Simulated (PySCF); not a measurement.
**Worked example: oscillator strength and radiative lifetime**

C4H2ClF, SMILES Cl/C=C(\C#C)F.

Geometry optimised at PBE-D3(BJ)/def2-SVP. The structure was generated by enumeration; whether it is a known compound was not checked.

TDDFT-ωB97X/def2-SVPD run with PySCF puts the first singlet state with f over 0.02 at 5.36 eV (vertical), with the transition dipole (-0.599, 1.383, 0.000) in atomic units.

Task: Find the oscillator strength, the wavelength and the radiative lifetime that this transition would have in vacuum if emission retraced absorption.

Result: 
|μ|² = 2.2715 au, so |μ| = 3.83 D. ΔE = 5.36/27.211 = 0.1970 hartree. f = (2/3) ΔE |μ|² = 0.298 (the program prints 0.298).
λ = 1239.84/5.36 = 231 nm; ν = 43231 cm⁻¹.
Einstein's coefficient A = 0.6670 ν² f s⁻¹ (ν in cm⁻¹) = 3.7e8 s⁻¹, so τ = 1/A = 2.7 ns. This state is S1. The figure is the radiative limit of this one transition; relaxation, internal conversion, crossing to triplets and a medium change what is measured.
